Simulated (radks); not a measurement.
The numbers below are computed, except where a source is named.
Effect of the nuclear size on the chromium ion Cr+, [Ar] 3d5. Code: a radial shooting solver on a logarithmic mesh with Libxc functionals. Model: Dirac Kohn-Sham, LDA (Slater exchange, Perdew-Wang correlation), spin-unpolarised, spherical densities, finite nucleus; open shells are shared between the two j in proportion to 2j + 1; Fermi nuclear charge, rms radius 3.6452 fm. The rms radius is varied about that value; shifts are against it.

rms radius (fm)  total energy shift (eV)  density at nucleus (e/bohr^3)  1s1/2 shift (meV)  2s1/2 shift (meV)  3s1/2 shift (meV)
3.2078                           -0.0165                      1.142e+04              -7.03             -0.616             -0.089
3.3682                           -0.0107                       1.14e+04              -4.55             -0.399             -0.058
3.6452                                 0                      1.136e+04              0.000              0.000              0.000
3.7618                           0.00475                      1.135e+04               2.02              0.177              0.026
4.1555                            0.0219                      1.131e+04               9.29              0.814              0.117

Slopes of the eigenvalues against <r^2> in GHz/fm^2, as finite differences over the two radii next to the reference (eigenvalue slopes, not the field-shift constants of lines): 1s1/2 566, 2s1/2 49.6, 3s1/2 7.16.
